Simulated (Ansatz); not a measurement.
```yaml
crystal:
  periodic: [false, false, false]
  atoms:
    - {symbol: Cr, position_ang: [-1.689141, 2.529462, -1.604783]}
    - {symbol: Cr, position_ang: [-0.222697, -0.053426, 0.426034]}
    - {symbol: O, position_ang: [-1.092797, 1.293835, -0.507756]}
basis:
  gaussian: {orbitals: def2-TZVP}
total_charge: 1
magnetization: {spin_polarized: true, initial_magnetization: 1}
hamiltonian: {xc: {name: SPW92}}
scf: {omitted_lower_state_checks: [starts]}
output: {forces: true}
```

```sh
$ ansatz run in.yaml --threads 4 --pin off --events-out ev --progress --plain --max-ram 3916MiB
```

It prints (some lines left out):

```
Functional definition: SPW92
  name "SPW92"
  cite "Dirac, Proc. Camb. Phil. Soc. 26, 376 (1930) doi:10.1017/S0305004100016108"
  cite "Slater, Phys. Rev. 81, 385 (1951) doi:10.1103/PhysRev.81.385"
  cite "Perdew & Wang, Phys. Rev. B 45, 13244 (1992) doi:10.1103/PhysRevB.45.13244"
  exchange = slater_x
  correlation = pw_c
these checks for a lower state are left out or cut short: starts
1009 factors; their error is unknown
mean field evaluation 1: about -58609.0587 eV, gradient 2.4e2 eV
mean field evaluation 2: about -55825.7610 eV, gradient 5.9e2 eV
mean field evaluation 4: about -58122.5122 eV, gradient 3.9e2 eV
mean field evaluation 8: about -58652.2494 eV, gradient 1.4e2 eV
mean field evaluation 16: about -58743.8841 eV, gradient 3.0e0 eV
mean field evaluation 32: about -58747.1948 eV, gradient 3.3e-1 eV
mean field -58747.19420337 eV, -2158.9195666953 hartree, gradient 5.1e-7 eV, S^2 4.620618; 0 other end points of the search recorded, 0 dependent functions left out
the calculation of the forces begins
reference -58747.19425147 eV, -2158.9195684629 hartree; 28, 27 occupied and 93, 94 virtual orbitals, 1009 factors
Total energy: -58747.19425147 eV, -2158.9195684629 hartree
Atom 0 at    -1.689141     2.529462    -1.604783 Å, force     0.894834    -1.862932     1.659054 eV/Å
Atom 1 at    -0.222697    -0.053426     0.426034 Å, force    -0.435809     0.668752    -0.458848 eV/Å
Atom 2 at    -1.092797     1.293835    -0.507756 Å, force    -0.459025     1.194181    -1.200206 eV/Å
Dipole moment:    -0.017270     0.169833    -0.227974 e Å
Checks for a lower state left out: starts
```

It took 3.9 s on 4 threads of Arm Neoverse V2 on a shared host.

The charge 1 doublet is spin-contaminated (final ⟨S²⟩ up to 4.62, 0.75 for a pure state).

The dipole of an ion depends on the origin.
